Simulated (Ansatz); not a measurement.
C3H6OSi (`C1=C[SiH2]OC1`) at its PBE0-D4/def2-TZVP geometry, where that method's forces vanish. Total charge 0; spin multiplicity 1.

```xyz
11

C    -0.3443    1.0831    0.2657
C    -1.0162    0.0210    0.7131
Si   -0.1208   -1.4583    0.0520
O     1.0377   -0.5718   -0.7407
C     0.8608    0.8198   -0.5853
H    -0.6137    2.1156    0.4778
H    -1.8982    0.1137    1.3338
H     0.4839   -2.3551    1.0739
H    -0.8941   -2.3111   -0.8909
H     0.7459    1.2878   -1.5721
H     1.7590    1.2553   -0.1273
```

**Question.** What forces (eV/Å) does B3LYP-D4/def2-TZVPP give on these atoms in Ansatz? (An estimate is asked.)

**Answer.** Ansatz gave: 
```
C1  -0.143  0.194  0.105
C2  -0.119  0.004  0.084
Si3 -0.063 -0.330  0.037
O4   0.095 -0.265 -0.073
C5   0.162  0.411 -0.105
H6   0.023 -0.070 -0.018
H7   0.058 -0.009 -0.041
H8  -0.043  0.052 -0.064
H9   0.046  0.049  0.064
H10  0.022 -0.019  0.048
H11 -0.038 -0.017 -0.038
```

B3LYP here is the variant with VWN-RPA as its local correlation; programs differ in this.
